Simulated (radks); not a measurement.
Values are calculated unless marked as measured or tabulated.
Q: The mean radii <r> (bohr) of the occupied orbitals of an atom or ion are listed with their occupations. Level of theory: Dirac Kohn-Sham, LB94 model potential, spin-unpolarised, spherical densities, finite nucleus; Fermi nuclear charge, rms radius of each element as measured or else 0.836 A^(1/3) + 0.57 fm (a radial shooting solver on a logarithmic mesh with Libxc functionals).

orbital  occ.      <r>
1s1/2       2  0.03242
2s1/2       2   0.1327

Name the element and its charge. Open shells, if any, fill j = l - 1/2 first.

A: Z = 45, rhodium, charge +41: Rh41+ in [He] 2s2. The 1s radius gives Z: for a bare nucleus <r> = (2 gamma + 1)/(2Z) with gamma = sqrt(1 - (Z/c)^2), 0.0321 bohr for Z = 45, and screening makes it slightly larger (0.03242 here). The occupations add up to 4, and the charge is Z minus that.
